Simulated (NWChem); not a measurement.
Species: C2H7BFN; SMILES CNB(C)F

```xyz
12

B      0.0256     0.5077     0.0967
F      1.3533     0.4632     0.3631
C     -0.6872     1.9132     0.0154
H     -1.7594     1.8530    -0.2038
H     -0.2222     2.5378    -0.7587
H     -0.5693     2.4612     0.9596
N     -0.6442    -0.7106    -0.0932
C     -0.0597    -2.0416    -0.0343
H     -1.6353    -0.6899    -0.2925
H     -0.1679    -2.5754    -0.9880
H     -0.5211    -2.6535     0.7524
H      1.0055    -1.9496     0.1860
```
Atoms are numbered in this order, from 1.

Level: B3LYP/6-31G* (spherical d) (NWChem), optimised geometry, unscaled harmonic frequencies. B3LYP is NWChem's, with the RPA form of VWN correlation.

```
frequency (cm⁻¹)  IR intensity (km/mol)
----------------  ---------------------
118                                 1.6
148                                 0.0
175                                 2.1
220                                 1.2
329                                 4.5
489                                17.1
529                                 0.9
611                                67.2
760                                 3.0
875                                 2.0
925                                35.8
1081                               15.0
1120                               26.2
1165                                0.8
1244                              108.7
1371                              128.2
1399                               92.1
1489                               27.6
1501                                2.8
1508                               44.6
1528                               54.0
1529                                4.4
1584                              168.4
3031                               75.3
3039                                4.2
3074                               46.9
3094                               16.9
3113                               29.1
3160                               11.1
3608                               13.1
```

```
Item                                                                                Value
-----------------------------------------------------------------------  ----------------
zero-point energy                                                           62.6 kcal/mol
thermal correction to the enthalpy at 298.15 K (with zero-point energy)     67.3 kcal/mol
heat capacity Cv                                                         21.9 cal/(mol K)
entropy at 298.15 K and 1 atm (symmetry number 1)                        78.7 cal/(mol K)
dipole moment                                                                      2.07 D
```

Rigid rotor and harmonic oscillator.
